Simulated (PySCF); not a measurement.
# ECD: SMILES C=C[C@H]1C(=C)[CH2][Ge@H]1[F], C6H9FGe

Geometry (Å), atoms numbered from 1 in this order:
```xyz
17

C     2.778   -0.151   -0.451
C     1.583    0.126    0.046
C     0.312   -0.116   -0.664
C    -0.850   -0.611    0.174
C    -0.762   -1.465    1.176
C    -2.095    0.116   -0.284
Ge   -0.897    1.461   -1.182
F    -0.645    2.809   -0.058
H     2.898   -0.597   -1.425
H     3.684    0.061    0.091
H     1.484    0.578    1.024
H     0.470   -0.762   -1.531
H    -1.626   -1.757    1.749
H     0.176   -1.920    1.448
H    -2.739    0.440    0.530
H    -2.686   -0.486   -0.973
H    -1.094    2.286   -2.473
```

Method used: TDDFT PBE0/def2-SVPD circular dichroism and optical rotation, one conformer, gas phase (PySCF). Geometry: GFN2-xTB.

The molecule is flexible and this is one conformer; a measurement averages over conformers. The calculation is non-relativistic, which matters for the atoms heavier than Zn. States above about 7.0 eV (minus the energy of the highest occupied orbital) lie near or above the ionisation threshold and depend on the basis.

Question: Assign R or S to each stereocentre.

Answer: C3 S, Ge7 R.

Question: List the lowest 16 singlet excitations with oscillator and rotatory strengths.

Answer: Rotatory strengths R in 10⁻⁴⁰ esu² cm², velocity form and length form (origin at the centre of mass); f in length form.
```
state  E (eV)  λ (nm)      f  R (velocity)  R (length)                                    main
    1    5.31     233  0.091         -19.6       -19.6        HOMO→LUMO 0.79, HOMO→LUMO+1 0.15
    2    5.72     217  0.061         -30.4       -31.3      HOMO−1→LUMO 0.57, HOMO→LUMO+1 0.30
    3    5.94     209  0.158         -15.1       -15.0      HOMO→LUMO+1 0.48, HOMO−1→LUMO 0.34
    4    6.07     204  0.021          -9.1        -9.7                        HOMO→LUMO+2 0.89
    5    6.42     193  0.056         -18.5       -17.9    HOMO−1→LUMO+1 0.40, HOMO→LUMO+3 0.38
    6    6.46     192  0.074         -38.5       -38.1    HOMO→LUMO+3 0.53, HOMO−1→LUMO+1 0.31
    7    6.60     188  0.029         +64.2       +65.3      HOMO→LUMO+4 0.82, HOMO−2→LUMO 0.11
    8    6.71     185  0.090         -82.6       -82.1    HOMO−2→LUMO 0.60, HOMO−1→LUMO+2 0.10
    9    6.90     180  0.097         +54.1       +55.7  HOMO−1→LUMO+2 0.56, HOMO−1→LUMO+1 0.10
   10    6.98     178  0.034         +40.8       +35.8                      HOMO−1→LUMO+3 0.80
   11    7.10     175  0.028         +27.2       +26.7    HOMO→LUMO+5 0.41, HOMO−2→LUMO+1 0.36
   12    7.13     174  0.044         +34.1       +34.1    HOMO−1→LUMO+4 0.56, HOMO→LUMO+5 0.26
   13    7.28     170  0.041         -30.7       -30.3    HOMO−2→LUMO+1 0.35, HOMO−3→LUMO 0.33
   14    7.38     168  0.010         +27.7       +31.3      HOMO−3→LUMO 0.26, HOMO→LUMO+6 0.23
   15    7.43     167  0.028         +43.8       +40.3      HOMO→LUMO+6 0.65, HOMO−3→LUMO 0.10
   16    7.53     165  0.026         -50.4       -50.6    HOMO−2→LUMO+2 0.75, HOMO→LUMO+7 0.09
```

Among the states computed, the strongest CD band (largest |R|) is state 8. The largest dissymmetry factor in size, g = 4R/(D+G), with D and G the electric and magnetic dipole strengths, is +0.031 for state 14 (velocity form, f = 0.010), among bands with |R| over 0.5. The mirror image has the same energies and oscillator strengths and all R with the opposite sign.
